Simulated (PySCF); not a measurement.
Nuclear quadrupole coupling in `CC/C=N/N=C\C(F)(F)F`

Species: C5H7F3N2.
Cartesian coordinates in Å at the GFN2-xTB level; atoms count from 1:
```
atom  x, y, z in Å
C1     2.3787    0.4093   -0.8802
C2     2.0204   -0.6444    0.1684
C3     0.8754   -0.1826    1.0024
N4    -0.2003   -0.8329    1.0333
N5    -1.2666   -0.8157    1.7065
C6    -2.4194   -0.3762    1.4071
C7    -2.7205    0.4630    0.1935
F8    -3.8833    1.1167    0.3175
F9    -1.7726    1.3933   -0.0403
F10   -2.8078   -0.2614   -0.9413
H11    1.5305    0.5942   -1.5342
H12    2.6553    1.3460   -0.4024
H13    3.2149    0.0685   -1.4846
H14    2.8843   -0.8153    0.8168
H15    1.7573   -1.5848   -0.3158
H16    0.9984    0.7536    1.5479
H17   -3.2518   -0.6192    2.0449
```

Field gradients from the PBE0/pcSseg-1 density (PySCF, non-relativistic), principal values in atomic units, ordered |Vxx| ≤ |Vyy| ≤ |Vzz|:

```json
{"atom": "N4", "Vxx": "0.3493", "Vyy": "0.6295", "Vzz": "-0.9788"}
{"atom": "N5", "Vxx": "0.4026", "Vyy": "0.7996", "Vzz": "-1.2022"}
```

Q: Find the asymmetry η = (Vxx − Vyy)/Vzz and the couplings χ = eQV/h (234.96 MHz × Q in barn × V in au), with Q(14N) = 0.02044 b.

A: 
| atom | environment | nucleus | η | χzz (MHz) | χxx (MHz) | χyy (MHz) |
| --- | --- | --- | --- | --- | --- | --- |
| N4 | C=N nitrogen | 14N | 0.29 | -4.701 | 1.677 | 3.023 |
| N5 | C=N nitrogen | 14N | 0.33 | -5.77 | 1.93 | 3.84 |

Q: What is Vzz at N5 in SI units (1 au = 9.71736 × 10²¹ V/m²)?

A: -1.2022 au = -11.682 × 10²¹ V/m².

Q: And the gradient at the other heavy atoms, for which no coupling is worked out here?

A: 
```
atom              environment  Vzz (au)     η
  C1            methyl carbon     0.085  0.23
  C2         chain CH2 carbon    -0.086  0.69
  C3               C=N carbon     0.232  0.83
  C6               C=N carbon    -0.142  0.49
  C7               CF3 carbon    -0.430  0.04
  F8  fluorine of a CF3 group     2.906  0.04
  F9  fluorine of a CF3 group     2.916  0.05
 F10  fluorine of a CF3 group     2.919  0.05
```

Q: What couplings would deuterons (Q(2H) = 0.00286 b) have in place of the hydrogens, at this geometry?

A: 
| atom | bonded to | bond length (Å) | Vzz (au) | η | χzz (kHz) |
| --- | --- | --- | --- | --- | --- |
| H11 | C1 | 1.087 | 0.3131 | 0.02 | 210 |
| H12 | C1 | 1.087 | 0.3146 | 0.03 | 211 |
| H13 | C1 | 1.087 | 0.3168 | 0.02 | 213 |
| H14 | C2 | 1.094 | 0.3002 | 0.02 | 202 |
| H15 | C2 | 1.090 | 0.3032 | 0.02 | 204 |
| H16 | C3 | 1.091 | 0.3024 | 0.08 | 203 |
| H17 | C6 | 1.076 | 0.3286 | 0.11 | 221 |

The structure is a single GFN2-xTB conformer in the gas phase; no vibrational or solvent corrections. GFN2-xTB bond lengths can be off by several hundredths of an ångström, more for odd bonds, and the gradients follow them. With a basis this small, the couplings can be 20 % off.

The run behind these numbers computed NMR shieldings as well. Hardware: one thread, Arm Neoverse V1, on a shared host. Cost: 37 s of wall time.
